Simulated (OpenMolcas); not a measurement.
# Cu6+: effect of the basis set

```yaml
Program: OpenMolcas 26.06
Method: "SS-CASPT2, IPEA 0.25 Eh, imaginary shift 0.1 Eh (closed shells correlated: 3s 3p)"
Active_space: 5 electrons in 10 orbitals (3d 4d)
State_averaging: 2S+1 = 6 even, 1 root; 2S+1 = 4 even, 24 roots; 2S+1 = 2 even, 52 roots
Spin-orbit_coupling: RASSI with atomic mean-field integrals over the reference wave functions, term energies averaged over their components
```

A. ANO-RCC-VTZP [6s5p3d2f1g], DKH2, point nucleus; CASPT2 step roughly 20 core-minutes
B. ANO-R2 [6s4p4d2f1g], X2C, finite nucleus; CASPT2 step roughly 19 core-minutes
C. ANO-RCC-VQZP [7s6p4d3f2g1h], DKH2, point nucleus; CASPT2 step about 19 core-minutes

Energies in eV above 3d5 6S 5/2, the measured ground level; measured values from the list in Gamrath, thesis, University of Mons (2023).

```json
{"Level": "3d5 6S 5/2", "A": "0.0000", "B": "0.0000", "C": "0.0000", "Measured": "0.0000"}
{"Level": "3d5 4G 5/2", "A": "5.928", "B": "5.990", "C": "5.928", "Measured": ""}
{"Level": "3d5 4G 7/2", "A": "5.947", "B": "6.008", "C": "5.946", "Measured": ""}
{"Level": "3d5 4G 11/2", "A": "5.958", "B": "6.018", "C": "5.956", "Measured": ""}
{"Level": "3d5 4G 9/2", "A": "5.960", "B": "6.020", "C": "5.958", "Measured": ""}
{"Level": "3d5 4P 5/2", "A": "6.515", "B": "6.594", "C": "6.525", "Measured": "6.2899"}
{"Level": "3d5 4P 3/2", "A": "6.550", "B": "6.628", "C": "6.559", "Measured": "6.3315"}
{"Level": "3d5 4P 1/2", "A": "6.601", "B": "6.679", "C": "6.609", "Measured": "6.3736"}
{"Level": "3d5 4D 7/2", "A": "7.114", "B": "7.182", "C": "7.117", "Measured": "6.9112"}
{"Level": "3d5 4D 1/2", "A": "7.153", "B": "7.220", "C": "7.155", "Measured": "6.9691"}
{"Level": "3d5 4D 3/2", "A": "7.194", "B": "7.261", "C": "7.195", "Measured": "6.9962"}
{"Level": "3d5 4D 5/2", "A": "7.205", "B": "7.272", "C": "7.206", "Measured": "6.9961"}
{"Level": "3d5 2I 11/2", "A": "8.680", "B": "8.768", "C": "8.670", "Measured": "8.4008"}
{"Level": "3d5 2I 13/2", "A": "8.722", "B": "8.808", "C": "8.710", "Measured": "8.4207"}
{"Level": "3d5 2D 5/2 [65 %]", "A": "9.102", "B": "9.209", "C": "9.108", "Measured": ""}
{"Level": "3d5 2D 3/2", "A": "9.268", "B": "9.371", "C": "9.272", "Measured": "8.9550"}
{"Level": "3d5 2F 7/2(1)", "A": "9.588", "B": "9.695", "C": "9.592", "Measured": "9.2254"}
{"Level": "3d5 4F 9/2", "A": "9.697", "B": "9.792", "C": "9.715", "Measured": "9.4142"}
{"Level": "3d5 4F 5/2", "A": "9.707", "B": "9.805", "C": "9.723", "Measured": "9.4252"}
{"Level": "3d5 4F 7/2", "A": "9.728", "B": "9.824", "C": "9.744", "Measured": "9.4661"}
{"Level": "3d5 4F 3/2", "A": "9.794", "B": "9.889", "C": "9.809", "Measured": "9.5326"}
{"Level": "3d5 2F 5/2(1) [51 %]", "A": "9.908", "B": "10.006", "C": "9.904", "Measured": ""}
{"Level": "3d5 2H 9/2 [67 %]", "A": "10.340", "B": "10.449", "C": "10.343", "Measured": "10.0076"}
{"Level": "3d5 2H 11/2", "A": "10.515", "B": "10.624", "C": "10.514", "Measured": "10.1611"}
```

Deviations, from unrounded energies. A percentage is the sum of absolute deviations over the sum of measured energies, with the sign that they share, or ± where signs differ.

| Against measurement | Levels | A | B | C |
| --- | --- | --- | --- | --- |
| mean absolute deviation (cm-1) | 17 | 2100 | 2800 | 2200 |
| other terms of the ground configuration (%) | 17 | +3.2 | +4.3 | +3.3 |

A, C lie about equally close to measurement and B furthest from it. The largest miss of A in the table is 3d5 2F 7/2(1), by +2900 cm-1. The ranking rests on the paired levels alone, and a cruder setting can come out closer through cancelling errors.

The two smallest mean deviations differ by little beside CASPT2's spread within terms, so their order carries little weight.

Among A to C the level of the table that moves most is 3d5 2H 11/2, by 890 cm-1 (lowest in C, highest in B). Moves below CASPT2's spread within the term are not significant.

Term energies are means over components that CASPT2 splits; among the terms shown or strongly mixed into the levels shown the widest spread is 170 cm-1 (3d5 2I, B). Some levels mix across a computed gap that differs much from the measured one, so their mixing is not that of the real levels. Active for correlation alone: 4d; no level in the range computed is led by a configuration that fills it, so any true level of that kind is missing. Measured partners are found by configuration, term and J. A level has none where our copy of the source lacks it or the pairing is in doubt (some pairs that miss far off the trend of their configuration count as doubtful), and it then counts in no deviation. Levels of configurations outside the active space are missing. The table leaves out levels that lie high or whose names do not pair safely across all columns.

A share in square brackets marks a mixed level and gives the weight of the term that names it, the lowest over the columns. A number in round brackets counts repeated terms of one configuration in the order of the reference energies.
